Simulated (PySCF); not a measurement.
siletan-1-amine (C3H9NSi), SMILES N[SiH]1CCC1.

Geometry optimised at PBE0-D3(BJ)/def2-SVP. The values are those of a single conformer.

Two levels are set side by side: PBE/def2-TZVP (PySCF) and PBE0/def2-TZVP (PySCF). Same geometry, gas phase. Differences are taken from unrounded values.

```json
[
 {"quantity": "orbital gap (eV)", "PBE": "5.67"},
 {"quantity": "highest occupied level (eV)", "PBE": "-5.68"},
 {"quantity": "lowest empty level (eV)", "PBE": "0.00"},
 {"quantity": "dipole moment (D)", "PBE": "1.25"},
 {"quantity": "mean polarisability (bohr³)", "PBE": "69.4"}
]
```

Q: These are the PBE values. What does PBE0 give? (The exact figures need the calculation; the answer reports its results.)

A: 
```tsv
quantity	PBE0	PBE minus PBE0
orbital gap (eV)	7.83	-2.16
highest occupied level (eV)	-7.00	1.33
lowest empty level (eV)	0.83	-0.83
dipole moment (D)	1.24	0.01
mean polarisability (bohr³)	66.9	2.5
```

Without exact exchange PBE keeps part of each electron's self-repulsion, which lifts occupied levels and narrows the gap. PBE's more diffuse valence density responds more strongly to a field. Differences between two approximate levels are no errors against the true value.

Rough cost on one machine, each run with all the roots and properties that it gave: PBE0 against PBE within a factor of 2.
